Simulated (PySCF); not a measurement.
Sn(H)(Me) (CH4Sn), SMILES [SnH][CH3] (connectivity only; charge and spin as stated), neutral, multiplicity 1. Atoms are numbered in the order given.

```xyz
6

Sn     0.0365     0.3463     0.0000
H     -1.7416     0.4230     0.0000
C      0.0019    -1.8441     0.0000
H     -0.5479    -2.1968     0.8782
H     -0.5479    -2.1968    -0.8782
H      1.0003    -2.2811     0.0000
```

Coordinates come from a r2SCAN-D4/def2-TZVP optimisation. The def2 effective core potentials stand for the cores of Sn; spin–orbit coupling is left out.

The numbers are results of PySCF with r2SCAN-D4/def2-TZVP, not measurements.

Frequencies are harmonic and unscaled.

Computed vibrational spectrum:
```tsv
mode	ν (cm⁻¹)	IR (km/mol)	Raman (Å⁴/amu)	depolarisation	moving atoms (share of kinetic energy)
1	136	2.0	10.7	0.75	H 99 %
2	482	46.3	31.1	0.36	C 71 %, H 18 %, Sn 11 %
3	518	18.4	15.4	0.74	H 99 %
4	537	1.0	1.3	0.75	H 88 %, C 12 %
5	786	43.5	7.4	0.55	H 83 %, C 16 %
6	1177	2.9	40.3	0.21	H 83 %, C 17 %
7	1434	3.5	6.6	0.73	H 95 %
8	1440	7.3	5.9	0.75	H 94 %
9	1692	440.1	235.3	0.41	H 99 %
10	3020	11.2	165.9	0.01	H 97 %
11	3097	16.6	66.6	0.75	H 91 %, C 9 %
12	3139	12.8	80.1	0.74	H 91 %, C 9 %
```
